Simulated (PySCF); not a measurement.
Identify the unknown among the candidates.

All candidates are C7H9FO.

- 1H NMR: chemical shifts (computed TMS as zero) by class: 7.56 (1 H), 7.28 (1 H), 6.80 (1 H), 5.88 (1 H), 2.53 (2 H), 1.16 (3 H) ppm [GIAO PBE0/pcSseg-1]
- 13C NMR: chemical shifts (computed TMS as zero) by class: 166.0 (1 C), 162.7 (1 C), 132.2 (1 C), 130.2 (1 C), 127.1 (1 C), 27.3 (1 C), 15.2 (1 C) ppm [GIAO PBE0/pcSseg-1]
- Dipole: 4.18 D [PBE0/pcSseg-1]
- NMR, other nuclei: isotropic shieldings of nuclei other than C and H, by class: -102 (1 O), 143 (1 F) ppm [GIAO PBE0/pcSseg-1]
- Rotational structure: rotational constants A, B, C: 2.240, 1.108, 0.779 GHz [GFN2-xTB]

The electronic properties come from PySCF, for the isolated species, density fitting. Levels stand in brackets. The structure is a single GFN2-xTB conformer in the gas phase; no vibrational or solvent corrections. GFN2-xTB frequencies show an imaginary mode (50i cm⁻¹), so this geometry is no minimum at that level. NMR classes are plain means over equivalent atoms (diastereotopic ones count apart unless rotation or inversion swaps them), as if these changed places fast.

Question: Which candidate is it?
A. `C=C/C(=C\CC)C(=O)F`
B. `C[C@H]1CC=C(F)C(=O)C1`
C. `C=C1C(=C)[C@@H](OC)[C@@H]1F`
D. `CC1=C[C@@]12COC[C@@H]2F`

Answer: A. It is `C=C/C(=C\CC)C(=O)F`. Numbering: `[CH2:1]=[CH:2]/[C:3](=[CH:4]\[CH2:5][CH3:6])[C:7](=[O:8])[F:9]`. Its formula, C7H9FO, gives 3 degrees of unsaturation: 0 rings and 3 π bonds in the structure found. 7 carbons fall into 7 classes; from least to most shielded: alkene CH carbon [C4] (166.0 ppm), acyl halide carbon [C7] (162.7 ppm), alkene CH carbon [C2] (132.2 ppm), terminal =CH2 carbon [C1] (130.2 ppm), fully substituted alkene carbon [C3] (127.1 ppm), allylic carbon [C5] (27.3 ppm), methyl carbon [C6] (15.2 ppm). Hydrogen classes from least to most shielded: 1 H on an alkene CH carbon, C4 (7.56 ppm), 1 H on a terminal =CH2 carbon, C1 (7.28 ppm), 1 H on an alkene CH carbon, C2 (6.80 ppm), 1 H on a terminal =CH2 carbon, C1 (5.88 ppm), 2 H on an allylic carbon, C5 (2.53 ppm, a mean of values up to 0.5 ppm apart in this geometry), 3 H on a methyl carbon, C6 (1.16 ppm, a mean of values up to 0.5 ppm apart in this geometry). The other shieldings belong to: -102 ppm, carbonyl oxygen [O8]; 143 ppm, acyl fluorine [F9]. The optimised geometry has point group C1 and is an asymmetric top.

The others, at the same levels:
- `C[C@H]1CC=C(F)C(=O)C1` fails: its computed 13C shifts are 194.8 (1 C), 164.8 (1 C), 133.0 (1 C), 51.5 (1 C), 36.3 (1 C), 35.7 (1 C), 24.1 (1 C) ppm, 1H shifts are 6.70 (1 H), 2.40 (1 H), 2.28 (1 H), 2.18 (1 H), 2.04 (1 H), 1.96 (1 H), 1.11 (3 H) ppm and rotational constant A is 2.905 GHz (against 2.240 GHz).
- `C=C1C(=C)[C@@H](OC)[C@@H]1F` fails: its computed 13C shifts are 151.6 (1 C), 150.3 (1 C), 117.7 (1 C), 117.6 (1 C), 97.1 (1 C), 87.9 (1 C), 58.8 (1 C) ppm, 1H shifts are 6.02 (1 H), 6.00 (1 H), 5.79 (1 H), 5.70 (1 H), 5.31 (1 H), 4.27 (1 H), 3.61 (3 H) ppm and smallest rotational constant is 0.924 GHz (against 0.779 GHz).
- `CC1=C[C@@]12COC[C@@H]2F` fails: its computed 13C shifts are 131.0 (1 C), 106.1 (1 C), 98.0 (1 C), 78.7 (1 C), 75.4 (1 C), 37.4 (1 C), 11.0 (1 C) ppm, 1H shifts are 6.60 (1 H), 4.63 (1 H), 4.53 (1 H), 4.06 (1 H), 3.83 (1 H), 3.28 (1 H), 2.36 (3 H) ppm and rotational constant A is 2.413 GHz (against 2.240 GHz).

Each candidate is one conformer, not necessarily the lowest. Dipoles, sizes and rotational constants follow the conformer. The torsions of the flexible species, by atom-mapped SMILES:
- `[CH2:1]=[CH:2]/[C:3](=[CH:4]\[CH2:5][CH3:6])[C:7](=[O:8])[F:9]`: C1–C2–C3–C4 179°, C3–C4–C5–C6 -117°, C2–C3–C7–O8 1°
- `[CH2:1]=[C:2]1[C:3](=[CH2:4])[C@@H:5]([O:6][CH3:7])[C@@H:8]1[F:9]`: C3–C5–O6–C7 180°

The conformers of `C[C@H]1CC=C(F)C(=O)C1` and `CC1=C[C@@]12COC[C@@H]2F` aren't listed.
